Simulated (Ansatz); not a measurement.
The cluster Cu₂O₂, relaxed as a quintet with UKS PBE0-D4/def2-SVP in Ansatz, starting from the PBE0-D4/def2-SVP geometry of the neutral singlet. Force threshold 0.02 eV/Å.

At PBE0-D4/def2-SVP a singlet of charge 0 lies 2.06 eV below the quintet, each at its own geometry. That singlet is doubtful there (restricted singlet, unstable towards broken spin symmetry at other levels and untested here). The structure comes from a short search, and lower isomers may exist.

Start:

```xyz
4

Cu    0.723   -0.144   -0.911
Cu   -0.723    0.144    0.911
O    -0.627   -1.175   -0.311
O     0.627    1.175    0.311
```

```tsv
step	energy (eV)	largest force component (eV/Å)	SCF passes
1	-93336.6781	3.001	300
2	-93336.9393	1.794	396
3	-93337.0923	0.972	102
4 (rejected)	-93337.0035	1.624	73
5	-93337.1742	0.085	84
6	-93337.1746	0.012	74
```

Force components are those of the run's own axes.

End:

Cartesian coordinates in Å:
```
Cu 0.821 -0.197 -1.063
Cu -0.853 0.137 1.047
O -0.569 -1.067 -0.283
O 0.601 1.127 0.299
```

By distances, no bond broke or formed. The bond that changes most is Cu2–O4, from 1.80 to 1.91 Å (atoms count from 1).

No frequencies were taken in this run, so the end may be a saddle point.

Run time 65 s (4 threads of Arm Neoverse V2 on a shared host).
